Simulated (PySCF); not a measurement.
H4F4Si3, SMILES F[SiH](F)[SiH2][SiH](F)F, PBE0/def2-SVP optimised geometry.

```
11

Si    -1.01     1.47     0.00
F     -2.50     1.69    -0.58
F      0.01     2.19    -1.03
Si    -0.42    -0.80     0.00
Si     1.92    -0.80     0.00
F      2.50    -2.19     0.57
F      2.36     0.36     1.05
H     -0.91     2.17     1.31
H     -0.93    -1.47     1.23
H     -0.95    -1.47    -1.22
H      2.58    -0.52    -1.30
```

Density from PBE0/def2-TZVP in PySCF at that geometry.

Minimum of the electron density along straight lines between bonded atoms, close to the bond critical point (lines longer than 1.1 times the sum of covalent radii, or with two minima, are not listed):

```csv
bond,length / Å,ρ at the minimum / e bohr⁻³,∇²ρ there / e bohr⁻⁵,position (fraction from the first atom)
Si1–F2,1.617,0.134,0.92,0.42
Si1–F3,1.621,0.132,0.90,0.42
Si1–Si4,2.341,0.096,-0.15,0.63
Si4–Si5,2.341,0.096,-0.15,0.37
Si5–F6,1.617,0.134,0.92,0.42
Si5–F7,1.621,0.132,0.90,0.42
Si1–H8,1.484,0.127,0.13,0.49
Si4–H9,1.494,0.117,0.16,0.49
Si4–H10,1.494,0.117,0.16,0.49
Si5–H11,1.484,0.127,0.13,0.49
```
